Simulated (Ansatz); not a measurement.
Start from `[F][Al]1[CH]=[CH]1` and change one atom or group to get `[F][Al]1[CH]=[C]1[SiH3]`.

Ansatz, PBE0-D4/def2-TZVP geometries, multiplicity 1. 

```json
{"property": "size of the dipole moment (ωB97M-V/def2-TZVPP) / D", "`[F][Al]1[CH]=[CH]1`": "0.51"}
{"property": "LUMO energy (PBE/def2-TZVPP) / eV", "`[F][Al]1[CH]=[CH]1`": "-2.09"}
{"property": "LUMO energy (B3LYP/def2-TZVPP) / eV", "`[F][Al]1[CH]=[CH]1`": "-1.52"}
{"property": "ideal-gas entropy at 298 K and 1 bar (rigid rotor, harmonic PBE0-D4/def2-TZVP) / J/(mol·K)", "`[F][Al]1[CH]=[CH]1`": "280"}
{"property": "LUMO energy (ωB97M-V/def2-TZVPP) / eV", "`[F][Al]1[CH]=[CH]1`": "0.50"}
{"property": "LUMO energy (PBE0/def2-TZVPP) / eV", "`[F][Al]1[CH]=[CH]1`": "-1.22"}
```

Give the same properties after the change, and the shifts. (Best estimate.)

Ansatz gave: 
| property | `[F][Al]1[CH]=[C]1[SiH3]` | shift |
| --- | --- | --- |
| size of the dipole moment (ωB97M-V/def2-TZVPP) / D | 0.46 | -0.05 |
| LUMO energy (PBE/def2-TZVPP) / eV | -2.31 | -0.22 |
| LUMO energy (B3LYP/def2-TZVPP) / eV | -1.73 | -0.21 |
| ideal-gas entropy at 298 K and 1 bar (rigid rotor, harmonic PBE0-D4/def2-TZVP) / J/(mol·K) | 346 | 66 |
| LUMO energy (ωB97M-V/def2-TZVPP) / eV | 0.27 | -0.23 |
| LUMO energy (PBE0/def2-TZVPP) / eV | -1.45 | -0.23 |

With PBE0 the HOMO rises by 0.24 eV and the LUMO falls by 0.23 eV, so the gap narrows by about 0.47 eV. PBE moves the HOMO by 0.18 eV and ωB97M-V by 0.29 eV. The zero-point energy changes by 40.7 kJ/mol with +9 modes. Dipoles are sizes alone; their direction can turn.

B3LYP here is the variant with VWN-RPA as its local correlation; programs differ in this.
